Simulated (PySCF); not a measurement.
Be(SH)(OSiH3) (BeH4OSSi), SMILES [SiH3][O][Be][SH].

The structure is a stationary point at PBE-D3(BJ)/def2-SVP. Other conformers were not sampled.

Level of theory: IEF-PCM-M06-2X/def2-SVP (PySCF).

The values are the electrostatic part of the solvation free energy, E(continuum) − E(gas) at the gas-phase geometry, in a cavity of scaled van der Waals radii (PySCF's table); cavitation and dispersion terms are not included. A continuum can't describe solvent molecules that bind to the metal. In vacuum the orbital gap is 8.88 eV. The dipole moment in vacuum is 1.42 D.

```
solvent      ε  ΔG(elec) (kcal/mol)  dipole (D)  gap (eV)
-------  -----  -------------------  ----------  --------
water    78.36                 -5.0        1.87      9.14
benzene   2.27                 -2.1        1.60      8.99
ethanol  24.85                 -4.7        1.84      9.12
```
